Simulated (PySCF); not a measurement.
**Basis-set dependence of excited states**

n-propyl bromide, C₃H₇Br.
SMILES with atom numbers: `[CH3:1][CH2:2][CH2:3][Br:4]` (hydrogens: H5, H6, H7 on C1; H8, H9 on C2; H10, H11 on C3)

TDDFT with PBE0 (PySCF), vertical singlets, core orbitals frozen in the response, spherical d and f functions. One conformer (not necessarily the lowest) at the PBE0-D3(BJ)/def2-SVP geometry, without solvent, vibrations or thermal averaging. Relativistic effects, spin–orbit coupling among them, are left out although an element past zinc is present.

| basis | functions | diffuse | S1 (eV) | S2 (eV) | S3 (eV) | S4 (eV) | S5 (eV) | LUMO (eV) | α (au) |
| --- | --- | --- | --- | --- | --- | --- | --- | --- | --- |
| 6-31G* | 88 | no | 6.42 | 6.45 | 8.68 | 9.08 | 9.32 | 0.36 | 48.4 |
| def2-SVP | 109 | no | 6.44 | 6.49 | 8.49 | 8.57 | 8.71 | 0.41 | 49.3 |
| def2-SVPD | 157 | yes | 6.18 | 6.23 | 7.47 | 7.53 | 8.12 | -0.13 | 61.6 |
| aug-cc-pVDZ | 168 | yes | 6.15 | 6.19 | 6.89 | 6.95 | 7.42 | -0.34 | 61.8 |
| def2-TZVP | 183 | no | 6.32 | 6.36 | 7.97 | 8.05 | 8.52 | 0.13 | 57.7 |
| def2-TZVPD | 231 | yes | 6.16 | 6.19 | 7.19 | 7.24 | 7.70 | -0.20 | 62.6 |

Question: Compare the sets with the largest diffuse one.

Answer: States are compared by their number. Against the largest diffuse basis here (def2-TZVPD, itself not a converged limit), sets without diffuse functions differ by up to 0.28 eV in S1 and 1.63 eV in S5; the smaller diffuse sets differ by up to 0.03 and 0.42 eV. State by state, the largest deviation of a set without diffuse functions is S1 0.28, S2 0.30, S3 1.49, S4 1.83, S5 1.63 eV. The same number needn't mean the same state in each row. Against def2-TZVPD the polarisability deviates by -23% in 6-31G*, -21% in def2-SVP, -2% in def2-SVPD, -1% in aug-cc-pVDZ, -8% in def2-TZVP.
